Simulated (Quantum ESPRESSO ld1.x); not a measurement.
The numbers below are computed, except where a source is named.
Question: The mean radii <r> (bohr) of the occupied orbitals of an atom or ion are listed with their occupations. Code: ld1.x of Quantum ESPRESSO 7.5. Model: scalar-relativistic Kohn-Sham, LDA (Slater exchange, Perdew-Wang correlation), spin-polarised, spherical densities, point nucleus.

| orbital | occ. | <r> |
|---|---|---|
| 1s up | 1 | 0.05038 |
| 1s down | 1 | 0.05038 |
| 2s up | 1 | 0.2266 |
| 2s down | 1 | 0.2266 |
| 2p up | 3 | 0.1984 |
| 2p down | 3 | 0.1984 |
| 3s up | 1 | 0.6830 |
| 3s down | 1 | 0.6830 |
| 3p up | 3 | 0.7147 |
| 3p down | 3 | 0.7147 |
| 3d up | 5 | 0.8807 |
| 3d down | 5 | 0.8803 |
| 7d up | 1 | 24.43 |

Name the element and its charge. Open shells, if any, are filled with parallel spins first.

Answer: Z = 30, zinc, charge +1: Zn+ in [Ar] 3d10 7d1. The 1s radius gives Z: for a bare nucleus <r> = (2 gamma + 1)/(2Z) with gamma = sqrt(1 - (Z/c)^2), 0.04919 bohr for Z = 30, and screening makes it slightly larger (0.05038 here). The occupations add up to 29, and the charge is Z minus that.
